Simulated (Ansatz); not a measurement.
`O/C(=C\F)[SiH2]F` + `[BH2][GeH2][OH]` → `[BH2][GeH2][O][SiH2]F` + `O/C=C\F`  (ligand exchange at the Si–C bond)

Isolated molecules relaxed with PBE0-D4/def2-TZVP in Ansatz; ΔE leaves out vibrations. CBS: MP2 limit from def2 TZ/QZ plus the TZ coupled-cluster correction, frozen cores. Double bonds are as drawn, so ΔE can hold a change between cis and trans. DFT in def2-TZVPP. B3LYP here is the variant with VWN-RPA as its local correlation; programs differ in this. For Ge outer-core shells are correlated without core-valence functions, which leaves a few kJ/mol of doubt a bond. Scalar relativity is left out up to krypton. Each species was taken in one conformer, which may not be the lowest.

(1) Is it downhill or uphill in electronic energy at CCSD(T)/CBS, and by how much? (An estimate is asked.)

(2) What do these levels give: PBE0-D4, r2SCAN, B3LYP, MP2/def2-TZVPP, CCSD(T)/def2-TZVPP, MP2/CBS(def2)? (An estimate is asked.)

Largest T1 diagnostic among the species: 0.013.

Answers

(1) Ansatz gave: Downhill: ΔE = -29.9 kcal/mol.

(2) Computed: PBE0-D4 -27.9, r2SCAN -29.1, B3LYP -30.0, MP2/def2-TZVPP -30.2, CCSD(T)/def2-TZVPP -30.0, MP2/CBS(def2) -30.1 kcal/mol.

From PBE to PBE0 (25 % exact exchange), in def2-TZVPP and without D4, ΔE moves by −1.8 kcal/mol. In def2-TZVPP, CCSD(T) changes the Hartree–Fock value by +4.9 kcal/mol (the triples alone add +0.8 kcal/mol) and MP2 by +4.8 kcal/mol.
